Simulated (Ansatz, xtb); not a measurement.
# Isomers of C6H9Cl in order of energy

5 gas-phase structures of C6H9Cl, from a drawn sample of its isomers (lower ones may exist). Each was relaxed with GFN2-xTB; where two conformers were screened, the lower at r2SCAN-D4/def2-SVP//GFN2-xTB is listed:

A. `C=C[C@@H]1CC[C@@H]1Cl`, a singlet
B. `C=C[C@H]1C[C@@H](Cl)C1`, a singlet
C. `C=C[C@H]1C[C@H](Cl)C1`, a singlet
D. `C=CC1(Cl)CCC1`, a singlet
E. `C=C[C@@H]1CC[C@H]1Cl`, a singlet

**Question.** Which do you expect lowest at r2SCAN-D4/def2-SVP//GFN2-xTB, and how would the others follow?

**Answer.** Calculated order at r2SCAN-D4/def2-SVP//GFN2-xTB: E (0.0), B (0.1), C (1.1), A (1.2), D (1.9) kcal/mol. Less than 1 kcal/mol parts E and B; C and A; A and D, so the order within those pairs means little.

Energies above the lowest of each column, in kcal/mol; the last columns are at r2SCAN-D4/def2-SVP geometries:

| structure | GFN2-xTB | HF/STO-3G | r2SCAN-D4/def2-SVP//GFN2-xTB | r2SCAN-D4/def2-SVP | CCSD(T)/def2-SVP + ΔMP2/def2-TZVPP |
| --- | --- | --- | --- | --- | --- |
| E | 0.5 | 0.0 | 0.0 | 0.0 | 0.0 |
| B | 0.7 | 0.0 | 0.1 | 0.2 | 0.3 |
| C | 0.9 | 0.8 | 1.1 | 1.5 | 1.4 |
| A | 1.4 | 1.5 | 1.2 | 1.5 | 1.5 |
| D | 0.0 | 1.9 | 1.9 | 0.8 | 1.0 |

CCSD(T)/def2-SVP + ΔMP2/def2-TZVPP has B and D and E within 1 kcal/mol of each other at the bottom, and every level picks one of them. CCSD(T)/def2-SVP + ΔMP2/def2-TZVPP orders those it was run on as E (0.0), B (0.3), D (1.0), C (1.4), A (1.5) kcal/mol. Less than 1 kcal/mol parts E and B; B and D; D and C; C and A, so the order within those pairs means little. Flexible structures stand in one conformer each, not always the lowest. ΔMP2 is the change of the MP2 energy from the smaller to the larger basis.

Over these structures GFN2-xTB departs from r2SCAN-D4/def2-SVP//GFN2-xTB by 0.7 kcal/mol on average once a common shift is removed. A GFN2-xTB relaxation took about 0.34 s and the r2SCAN-D4/def2-SVP//GFN2-xTB energy about 4.2 s on a shared host (Ansatz 0.2.0, xtb 6.7.1).
